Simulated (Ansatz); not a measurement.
The cluster NaAlF4 (the lowest singlet isomer of a short search). The state is a singlet with charge 0. Geometry r2SCAN-D4/def2-SVP, basis def2-TZVP, Ansatz.

```xyz
6

Na    0.8430    2.1395   -0.1126
Al   -0.2187   -0.5550    0.0292
F    -1.4170   -1.0670   -1.0098
F    -0.6539    0.9539    0.7901
F     1.0992    0.1769   -0.8497
F     0.3475   -1.6482    1.1527
```

```tsv
run	HOMO (eV)	LUMO (eV)
A	-7.80	-2.43
B	-7.85	-2.28
C	-9.92	-1.70
D	-8.33	-1.49
E	-8.43	-2.00
```

The structure comes from a short search, and lower isomers may exist.

Problem. The runs used B97M-V, BLYP, PBE, PBE0, r2SCAN. Estimate which is which.

Solution. A BLYP (0 % exact exchange); B PBE (0 % exact exchange); C PBE0 (25 % exact exchange); D r2SCAN (0 % exact exchange); E B97M-V (0 % exact exchange). Exact exchange lowers occupied and raises empty levels; among semilocal functionals meta-GGAs tend to open the gap a little, and such runs are hard to tell apart. The gap grows from 5.36 eV (BLYP) to 8.22 eV (PBE0).
